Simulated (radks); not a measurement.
All-electron atom: Sn XXII in [Ar] 3d10 4s1.

Calculated with a radial shooting solver on a logarithmic mesh with Libxc functionals: scalar-relativistic Kohn-Sham, PBE, spin-polarised, spherical densities, finite nucleus; open shells are filled with parallel spins first (spin-orbit coupling, left out, can overturn this in heavy ions); Fermi nuclear charge, rms radius 4.6519 fm.

Energy parts (Ry):
part                        energy
total                 -11972.06299
kinetic                12514.64512
electron-nucleus      -27568.62893
Hartree                 3370.51472
exchange-correlation    -288.59390

Orbitals (lengths in bohr, moments of r in powers of bohr; <r^-3> diverges for s and p1/2; r(max) is where P^2 peaks):
orbital  occ.  eigenvalue (Ry)   r(max)  <1/r>      <r>  <r^-3>
1s up       1        -2178.324  0.01877  53.08  0.02905       -
1s down     1        -2178.288  0.01878  53.08  0.02905       -
2s up       1        -366.7915   0.1060  12.13   0.1253       -
2s down     1        -366.7664   0.1060  12.13   0.1253       -
2p up       3        -334.0487  0.08485  11.66   0.1094    4712
2p down     3        -334.0230  0.08486  11.66   0.1094    4712
3s up       1        -104.6530   0.3053  4.366   0.3348       -
3s down     1        -104.5960   0.3053  4.368   0.3346       -
3p up       3        -93.91267   0.2981  4.167   0.3318   902.3
3p down     3        -93.85392   0.2981  4.170   0.3315   903.3
3d up       5        -77.59917   0.2472  3.950   0.3059   125.8
3d down     5        -77.54583   0.2471  3.953   0.3056   126.0
4s up       1        -46.39946   0.6862  2.011   0.7074       -
4s down     0        -46.09583   0.6854  2.017   0.7056       -

The highest occupied level is 4s up at -631.30 eV. The density falls to 0.001 e/bohr^3 at r = 1.44 bohr. Spin moment in Bohr magnetons: 1. For comparison, the ionisation energy in NIST's Atomic Spectra Database is 642.4 eV (semi-empirical). In exact Kohn-Sham theory the highest level is minus the ionisation energy, but local and semilocal functionals leave it too shallow, through self-interaction and a potential that decays too fast; potentials with the right tail come closer. The spin density at the nucleus is 556.3 e/bohr^3 (1s 2.3, 2s 0.8, 3s -1.4, 4s 554.7). The electron density at the nucleus is 1.965e+05 e/bohr^3 (large components only).
